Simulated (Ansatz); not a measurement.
Problem. Name a neutral molecule of C, Mo, N, O and H with HOMO energy (B3LYP/def2-TZVPP) between -7.65 and -7.35 eV and LUMO energy (PBE0/def2-TZVPP) between -1.70 and -1.40 eV (Ansatz, PBE0-D4/def2-TZVP geometry).

Solution. `[CH3][Mo](=[NH])(=[NH])[OH]` (-7.42 eV, -1.47 eV). Other molecules can fit too; these were computed, each in one conformer that needn't be the lowest.

B3LYP here is the variant with VWN-RPA as its local correlation; programs differ in this.
